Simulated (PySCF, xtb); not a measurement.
C3H6BFN2, SMILES CN1CN=CB1F. One conformer was computed; it need not be the lowest.

Harmonic wavenumbers (cm⁻¹) from GFN2-xTB (xtb) at its own minimum, in rising order: 147, 167, 219, 238, 373, 380, 549, 553, 662, 829, 829, 984, 996, 1021, 1076, 1099, 1138, 1174, 1215, 1257, 1310, 1406, 1423, 1469, 1470, 1504, 1629, 2890, 2924, 2943, 2963, 3038, 3084.

Problem. What does PBE-D3(BJ)/def2-SVP in PySCF give at its own minimum? (An estimate is asked for; the answer gives what the named calculation found.)

Solution. 156, 170, 224, 225, 389, 391, 563, 615, 647, 810, 858, 977, 990, 1004, 1075, 1097, 1164, 1193, 1235, 1264, 1361, 1376, 1389, 1412, 1424, 1518, 1582, 2931, 2939, 2967, 3002, 3064, 3074. Paired by order, the mean absolute difference is 22 cm⁻¹ and the zero-point energies are 61.4 and 61.6 kcal/mol.
